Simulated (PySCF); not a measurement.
**Electron correlation in La⁴⁴⁺ (lanthanum, charge +44)**

[Ne] 3s2 3p1, 2P determinant. All numbers are calculated (PySCF 2.14, the spin-free X2C one-electron Hamiltonian (Gaussian nucleus), in an even-tempered Gaussian basis (18 s from 8.4 bohr⁻², ratio 2.5; 12 p from 11 bohr⁻², ratio 2.5; 4 d from 44 bohr⁻², ratio 2.7; 4 f from 66 bohr⁻², ratio 2.7)). Frozen: 1s2; 11 electrons correlated; the 21 highest virtual orbitals of each spin left out.

| level | correlation energy (mhartree) |
| --- | --- |
| CCSD | -508.44 |
| (T) | -0.87 |
| CCSD(T) | -509.31 |

Diagnostics: T1 = 0.00060, D1 = 0.0026, largest double amplitude 0.050.

Spin-orbit coupling, absent here, splits the open shell strongly.

Cost of the coupled-cluster step: of the order of 40 core-seconds, for 11 correlated electrons.

At this charge the one-electron X2C treatment keeps the bare 1/r₁₂, with no two-electron picture change or Breit term. The effect here is smaller than on the frozen 1s shell; and a scalar Hamiltonian misses the large spin-orbit splitting of the p shells, which matters for ns² → np² pairs.
